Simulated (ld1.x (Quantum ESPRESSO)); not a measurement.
Configuration tests for technetium (Tc) (PAW)

* Element: Tc
* Generator: ld1.x (Quantum ESPRESSO) 7.5
* Type: PAW
* Functional: PBE
* Relativity: fully relativistic
* Frozen core: [Ar] 3d10
* Valence charge: 15
* Reference configuration: 4s2 4p6 4d6 5s1 5p0
* Partial waves: 4s (bound): rcut 1.40, rcutus 1.55 bohr; 5s (bound): rcut 1.40, rcutus 1.55 bohr; 4p (bound): rcut 1.85, rcutus 2.30 bohr; 5p (bound, empty): rcut 1.85, rcutus 2.30 bohr; 4d (bound): rcut 1.30, rcutus 1.40 bohr; 4d channel at 1.7 Ry: rcut 1.30, rcutus 1.40 bohr
* Local potential: all-electron potential smoothed inside 1.75 bohr (lloc = -1)
* Core correction: a·sin(br)/r model core inside 0.65 bohr
* Augmentation charge: PSQ, inside the norm-conserving radii

Open shells are filled in proportion to 2j + 1 (rel_dist='average').

Energies are relative to the spin-unpolarised reference configuration 4s2 4p6 4d6 5s1 5p0; without spin polarisation the order of configurations can differ from experiment.

Task: Give the all-electron excitation energy and the error of the potential for: 4s2 4p6 4d5 5s2 5p0; 4s2 4p6 4d5 5s1 5p0; 4s2 4p6 4d5 5s0 5p0; 4s2 4p6 4d5 5s1.5 5p0; 4s2 4p6 4d4 5s2 5p0; 4s2 4p6 4d5.5 5s1.5 5p0; 4s2 4p6 4d5 5s0 5p1.

Result:

| valence configuration | charge | ΔE all-electron (eV) | error AE − PS (meV) |
| --- | --- | --- | --- |
| 4s2 4p6 4d5 5s2 5p0 | 0 | 0.939 | -30 |
| 4s2 4p6 4d5 5s1 5p0 | +1 | 9.093 | -23 |
| 4s2 4p6 4d5 5s0 5p0 | +2 | 23.944 | -20 |
| 4s2 4p6 4d5 5s1.5 5p0 | +0.5 | 4.221 | -26 |
| 4s2 4p6 4d4 5s2 5p0 | +1 | 12.580 | -172 |
| 4s2 4p6 4d5.5 5s1.5 5p0 | 0 | 0.305 | -6.2 |
| 4s2 4p6 4d5 5s0 5p1 | +1 | 13.670 | +64 |

Levels in the configuration 4s2 4p6 4d5 5s1.5 5p0:

```tsv
level	all-electron (eV)	pseudo (eV)
4s j=1/2	-76.970	-77.146
4p j=1/2	-50.977	-51.117
4p j=3/2	-48.032	-48.162
4d j=3/2	-10.416	-10.480
4d j=5/2	-10.125	-10.187
5s j=1/2	-8.122	-8.114
```

The ghost test of this file was not conclusive.
